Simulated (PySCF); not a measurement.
BiI3, SMILES [I][Bi]([I])[I].

Geometry: B3LYP-D3(BJ)/def2-SVP. The isomer is the one that the SMILES or the coordinates give; other isomers of the formula were not compared. The def2 effective core potentials stand for the cores of Bi, I; spin–orbit coupling is left out.

Computed with PySCF with PBE/def2-TZVP.

The molecule is in vacuum.

Problem. Estimate the frontier levels, gap, dipole moment and polarisability. (An estimate is asked for; the answer gives what the named calculation found.)

Solution. 
| Item | Result |
|---|---|
| highest occupied level | -6.48 eV |
| lowest empty level | -3.79 eV |
| orbital gap | 2.69 eV |
| dipole moment | 2.48 D |
| quadrupole, principal values (traceless, Buckingham form, about the centre of nuclear charge) | -3.43, -3.43, 6.86 D·Å |
| mean static polarisability | 157.4 bohr³ (23.32 Å³) |
| polarisability, principal values | 109.7, 181.2, 181.2 bohr³ |
